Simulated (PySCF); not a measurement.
C4H6BCl.
SMILES: `B[C@@H](C#C)CCl`

Jobs on this species (12 atoms, 52 electrons) with PySCF (density fitting). Hardware of each: Arm Neoverse V1, one thread (shared host). Times come from a shared host and carry two figures at best. Peak memory is the resident size of the whole Python process, interpreter and libraries included.

| level and settings | work | basis functions | SCF cycles | wall time | peak memory |
| --- | --- | --- | --- | --- | --- |
| delta-SCF UKS PBE, pcX-2 on the ionised atom, pcseg-1 elsewhere, spin-free X2C | ΔSCF core ionisation, 7 holes | 160 | ? | ? | ? |
| delta-SCF UKS HF, pcX-2 on the ionised atom, pcseg-1 elsewhere, spin-free X2C | ΔSCF core ionisation, 7 holes | 160 | 125 | 37 s | 0.58 GiB |
| delta-SCF UKS PBE0, pcX-2 on the ionised atom, pcseg-1 elsewhere, spin-free X2C | ΔSCF core ionisation, 7 holes | 160 | 112 | 54 s | 0.60 GiB |
| delta-SCF UKS SCAN, pcX-2 on the ionised atom, pcseg-1 elsewhere, spin-free X2C | ΔSCF core ionisation, 7 holes | 160 | 127 | 48 s | 0.56 GiB |
| delta-SCF UKS B3LYP, pcX-2 on the ionised atom, pcseg-1 elsewhere, spin-free X2C | ΔSCF core ionisation, 7 holes | 160 | 116 | 56 s | 0.61 GiB |
| delta-SCF UKS SCAN, pcX-2 on the ionised atom, pcseg-1 elsewhere, non-relativistic | ΔSCF core ionisation, 7 holes | 160 | 127 | 47 s | 0.56 GiB |
| delta-SCF UKS SCAN, pcX-1 on the ionised atom, pcseg-1 elsewhere, spin-free X2C | ΔSCF core ionisation, 7 holes | 140 | 128 | 40 s | 0.49 GiB |
| delta-SCF UKS SCAN, def2-TZVP on the ionised atom, pcseg-1 elsewhere, spin-free X2C | ΔSCF core ionisation, 7 holes | 137 | 126 | 45 s | 0.49 GiB |
| PBE0-D3(BJ)/def2-SVP, grid level 1 | geometry optimisation from a GFN2-xTB start shaken at random | 118 | 85 | 61 s | 0.51 GiB |

**Question.** Fill in the missing figures.

**Answer.** 
- delta-SCF UKS PBE, pcX-2 on the ionised atom, pcseg-1 elsewhere, spin-free X2C; ΔSCF core ionisation, 7 holes: 29 s, 0.56 GiB, 119 SCF cycles

**Question.** What do all jobs in the table cost together?

**Answer.** About 7.0 min; the longest takes about 15 % of that, and about 2.1 times as long as the shortest.
